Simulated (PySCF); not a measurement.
# Tl⁺: excitation energy

Tl⁺ [Xe] 4f14 5d10 6s2 (1S) → Tl⁺ [Xe] 4f14 5d10 6s1 6p1 (3P), as a difference of total energies. Calculation: PySCF 2.14, in aug-cc-pwCVDZ-PP with ECP60MDF (6s5p4d1f, 48 functions); scalar relativity through the core potential. Correlated levels: valence: 5s2 5p6 5d10 frozen. The calculations carry no spin-orbit coupling.

**Question.** Order these methods by the excitation energy they give, lowest first.
A. UHF
B. CCSD (valence)
C. SCS-MP2 (valence)
D. MP2 (valence)

**Answer.** A (5.672 eV), D (6.146 eV), C (6.285 eV), B (6.328 eV).

Errors of the correlated levels include the incompleteness of this basis and the frozen core.

With two correlated electrons CCSD is exact in that space.

For comparison: 7.098 eV (measured; NIST levels, between the centres of gravity of the two terms).
